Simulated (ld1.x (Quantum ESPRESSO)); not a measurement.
## What the settings do to the TM potential of iodine

Base potential:

I (Z = 53), norm-conserving Troullier–Martins (Kleinman–Bylander form), made with ld1.x (Quantum ESPRESSO) 7.5 (PBE, scalar-relativistic). Core [Ar] 3d10, reference 4s2 4p6 4d10 5s2 5p5. Waves: 4p (bound): rc 1.40 bohr; 4d (bound): rc 1.05 bohr; 4f channel at 0.2 Ry: rc 1.20 bohr; 4s (bound): rc 0.90 bohr. Local part: the s channel. Core correction: Bessel-smoothed model core inside 0.90 bohr.

Occupied shells without a wave of their own: 5p, 5s. They enter only through the test configuration that unscreens the potential, and ld1.x also counts them in the model core charge.

Cutoffs, loose and tight: the cutoffs (Ry, on a coarse ladder) from which the occupation-weighted sum of valence levels, in a spherical-Bessel basis at the reference potential, stays within 10 and 1 mRy of its value at 400 Ry. They do not see the model core or the augmentation charge, which bear on the density cutoff. Test errors are all-electron minus pseudo excitation energies from the reference, over the configurations 4s2 4p6 4d10 5s2 5p4; 4s2 4p6 4d10 5s2 5p3; 4s2 4p6 4d10 5s2 5p2; 4s2 4p6 4d10 5s2 5p4.5; 4s2 4p6 4d10 5s1 5p5; 4s2 4p6 4d9 5s2 5p5; 4s2 4p6 4d10 5s2 5p5.3. A dash means not determined; rows that change the core or the reference have their own tests.

With those shells counted twice in exchange and correlation these files are broken, and their errors move erratically; no question is asked of them.

A true bound ghost makes a file unfit for plane-wave use even where its test errors are small: the radial tests pick states by their node count and pass the ghost by.

| change | outcome | cutoff, loose | cutoff, tight | bound ghosts | largest test error (meV) |
| --- | --- | --- | --- | --- | --- |
| base | generated, misses its reference levels by 0.96 eV | 230 Ry | over 300 Ry | none | -6296 |
| core [Ar] 3d10 4s2, valence charge 23; reference 4p6 4d10 5s2 5p4.75; waves now 5s (bound): rc 1.50 bohr; 4p (bound): rc 1.00 bohr; 4d (bound): rc 0.90 bohr; 4f channel at 0.2 Ry: rc 1.30 bohr; local potential all-electron potential smoothed inside 1.15 bohr (lloc = -2); core correction a·sin(br)/r model core inside 0.90 bohr | generated | 200 Ry | 260 Ry | s | -577 |
| wave 4s (bound): rc 0.90 bohr becomes 4s (bound): rc 0.84 bohr | generated, misses its reference levels by 0.91 eV | 260 Ry | over 300 Ry | none | -6007 |
| wave 4f channel at 0.2 Ry: rc 1.20 bohr becomes 4f channel at 0.2 Ry: rc 1.68 bohr | generated, misses its reference levels by 0.96 eV | 230 Ry | over 300 Ry | none | -6296 |
| wave 4d (bound): rc 1.05 bohr becomes 4d (bound): rc 0.78 bohr | generated, misses its reference levels by 0.96 eV | 260 Ry | over 300 Ry | none | -6296 |
| wave 4f channel at 0.2 Ry: rc 1.20 bohr becomes 4f channel at -0.06 Ry: rc 1.20 bohr | generated, misses its reference levels by 0.96 eV | 230 Ry | over 300 Ry | none | -6296 |
| local potential the p channel | generated, misses its reference levels by 1.38 eV | 200 Ry | over 300 Ry | none | -7030 |
| type RRKJ; rho0 0.02 | generated, misses its reference levels by 0.92 eV | 230 Ry | over 300 Ry | none | -6087 |
| all radii but the core radius scaled by about 0.91 (s 0.82, p 1.26, d 0.96, f 1.08 bohr) | generated, misses its reference levels by 0.66 eV | 260 Ry | over 300 Ry | none | -4636 |
| reference 4s2 4p6 4d10 5s2 5p4 | generated, misses its reference levels by 1.12 eV | 230 Ry | over 300 Ry | none | -3718 |
